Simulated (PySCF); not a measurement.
Isomers of C3H7NOSi.

All values: PBE0/pcSseg-1 (PySCF) at GFN2-xTB geometries, gas phase, one conformer each.

(1) Rank by dipole moment, lowest first.
A. `[CH2:1]=[C:2]([CH:3]=[O:4])[SiH2:5][NH2:6]` with C1–C2–C3–O4 -173°, C1–C2–Si5–N6 -3°, C2–Si5–N6–H 170° and -55°
B. `[CH2:1]=[CH:2][SiH2:3][C:4]([NH2:5])=[O:6]` with C1–C2–Si3–C4 -109°, C2–Si3–C4–N5 22°, Si3–C4–N5–H -2° and 179°
C. `[O:1]=[CH:2][NH:3][C@@H:4]1[CH2:5][SiH2:6]1` with O1–C2–N3–C4 1°, C2–N3–C4–C5 100°

(2) Rank by the lowest IAO charge on any atom, highest value first.
A. `[CH2:1]=[CH:2][SiH2:3][C:4]([NH2:5])=[O:6]` with C1–C2–Si3–C4 -109°, C2–Si3–C4–N5 22°, Si3–C4–N5–H -2° and 179°
B. `[CH2:1]=[C:2]([CH:3]=[O:4])[SiH2:5][NH2:6]` with C1–C2–C3–O4 -173°, C1–C2–Si5–N6 -3°, C2–Si5–N6–H 170° and -55°
C. `[O:1]=[CH:2][NH:3][SiH:4]1[CH2:5][CH2:6]1` with O1–C2–N3–Si4 2°, C2–N3–Si4–C5 -152°
D. `[O:1]=[CH:2][NH:3][C@@H:4]1[CH2:5][SiH2:6]1` with O1–C2–N3–C4 1°, C2–N3–C4–C5 100°

(3) Rank by HOMO–LUMO gap, lowest first.
A. `[CH2:1]=[CH:2][SiH2:3][C:4]([NH2:5])=[O:6]` with C1–C2–Si3–C4 -109°, C2–Si3–C4–N5 22°, Si3–C4–N5–H -2° and 179°
B. `[O:1]=[CH:2][NH:3][SiH:4]1[CH2:5][CH2:6]1` with O1–C2–N3–Si4 2°, C2–N3–Si4–C5 -152°
C. `[CH2:1]=[C:2]([CH:3]=[O:4])[SiH2:5][NH2:6]` with C1–C2–C3–O4 -173°, C1–C2–Si5–N6 -3°, C2–Si5–N6–H 170° and -55°
D. `[O:1]=[CH:2][NH:3][C@@H:4]1[CH2:5][SiH2:6]1` with O1–C2–N3–C4 1°, C2–N3–C4–C5 100°

Results:

(1) C (3.09 D), A (3.55 D), B (4.18 D).

(2) A (-0.498 e), D (-0.554 e), C (-0.599 e), B (-0.846 e).

(3) C (5.44 eV), A (6.08 eV), B (6.90 eV), D (7.03 eV).

All values together:

```tsv
SMILES	μ (D)	HOMO (eV)	LUMO (eV)	lowest IAO charge (e)	highest IAO charge (e)	lowest Hirshfeld charge (e)	highest Hirshfeld charge (e)
O=CN[SiH]1CC1	3.24	-6.79	0.11	-0.599 (N)	+0.923 (Si)	-0.264 (O)	+0.368 (Si)
O=CN[C@@H]1C[SiH2]1	3.09	-6.62	0.41	-0.554 (C)	+0.702 (Si)	-0.268 (O)	+0.319 (Si)
C=C(C=O)[SiH2]N	3.55	-7.34	-1.90	-0.846 (N)	+0.897 (Si)	-0.319 (N)	+0.356 (Si)
C=C[SiH2]C(N)=O	4.18	-6.82	-0.74	-0.498 (N)	+0.703 (Si)	-0.298 (O)	+0.338 (Si)
```

Conformers: `[O:1]=[CH:2][NH:3][SiH:4]1[CH2:5][CH2:6]1` with O1–C2–N3–Si4 2°, C2–N3–Si4–C5 -152°; `[O:1]=[CH:2][NH:3][C@@H:4]1[CH2:5][SiH2:6]1` with O1–C2–N3–C4 1°, C2–N3–C4–C5 100°; `[CH2:1]=[C:2]([CH:3]=[O:4])[SiH2:5][NH2:6]` with C1–C2–C3–O4 -173°, C1–C2–Si5–N6 -3°, C2–Si5–N6–H 170° and -55°; `[CH2:1]=[CH:2][SiH2:3][C:4]([NH2:5])=[O:6]` with C1–C2–Si3–C4 -109°, C2–Si3–C4–N5 22°, Si3–C4–N5–H -2° and 179°.
